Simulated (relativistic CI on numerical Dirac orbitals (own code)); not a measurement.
Crystal-field levels of Sm⁴⁺, 4f4

Calculated by Dirac-Coulomb-Breit CI, KLI orbitals optimised for each configuration, a model potential for QED, valence Slater integrals scaled by 0.7, one configuration in a parametric crystal field (own radial code).

Field parameters in Wybourne normalisation; cubic f-shell fields have B⁴₄ = √(5/14) B⁴₀ and B⁶₄ = −√(7/2) B⁶₀. The field is a parameter set, without covalency.

S and J are read from ⟨S²⟩ = S(S + 1) and ⟨J²⟩ = J(J + 1) of each level; they are not fictitious spins.

Oh, B40 = 3420, B60 = 260 cm⁻¹, the lowest 16 levels:

| E (cm⁻¹) | Degeneracy | Irrep | S | J |
| --- | --- | --- | --- | --- |
| 0.0 | 3 | T2 | 1.96 | 4.00 |
| 364 | 2 | E | 1.96 | 4.03 |
| 424 | 3 | T1 | 1.96 | 4.02 |
| 509 | 1 | A1 | 1.96 | 4.01 |
| 2114 | 3 | T1 | 1.98 | 4.98 |
| 2168 | 2 | E | 1.98 | 4.97 |
| 2219 | 3 | T2 | 1.98 | 5.02 |
| 2336 | 3 | T1 | 1.98 | 5.01 |
| 4100 | 1 | A1 | 1.98 | 5.99 |
| 4136 | 3 | T1 | 1.98 | 5.98 |
| 4177 | 3 | T2 | 1.98 | 5.99 |
| 4227 | 1 | A2 | 1.98 | 6.02 |
| 4311 | 3 | T2 | 1.98 | 6.01 |
| 4314 | 2 | E | 1.98 | 6.02 |
| 6090 | 3 | T1 | 1.97 | 6.99 |
| 6149 | 2 | E | 1.97 | 6.98 |

D3h, B20 = 590, B40 = -360, B60 = 170, B66 = 430 cm⁻¹, the lowest 16 levels:

```tsv
E (cm⁻¹)	Degeneracy	S	J
0.0	1	1.96	4.00
31.6	2	1.96	4.00
50.3	1	1.96	4.00
62.8	2	1.96	4.00
168	2	1.96	4.00
172	1	1.96	4.00
1948	1	1.98	5.00
1951	2	1.98	5.00
1966	2	1.98	5.00
1985	1	1.98	5.00
2020	1	1.98	5.00
2046	2	1.98	5.00
2049	2	1.98	5.00
3953	1	1.98	6.00
3956	2	1.98	6.00
3966	2	1.98	6.00
```

C2v, B20 = -580, B22 = 550, B40 = 780, B42 = 290, B44 = 480, B60 = 740, B62 = -130, B64 = -790, B66 = 500 cm⁻¹, the lowest 10 levels:

```
E (cm⁻¹)  Degeneracy     S     J
     0.0           1  1.96  4.01
    48.8           1  1.96  4.01
    70.7           1  1.96  4.01
     140           1  1.96  4.01
     164           1  1.96  4.02
     211           1  1.96  4.02
     301           1  1.96  4.01
     312           1  1.96  4.03
     410           1  1.96  4.02
    2008           1  1.98  5.01
```

The next free-ion level lies 1911 cm⁻¹ above the lowest; the field splits the ground level into components whose J stays near 4 as long as their spread is small against that gap.

Levels of this model without a field, named by their leading LS term (the scale mimics covalency, so terms lie below those of the real free ion): ⁵I4 0, ⁵I5 1911, ⁵I6 3916, ⁵I7 5944, ⁵I8 7956, ⁵F1 13097, ⁵F2 13501, ⁵F3 14648 cm⁻¹.
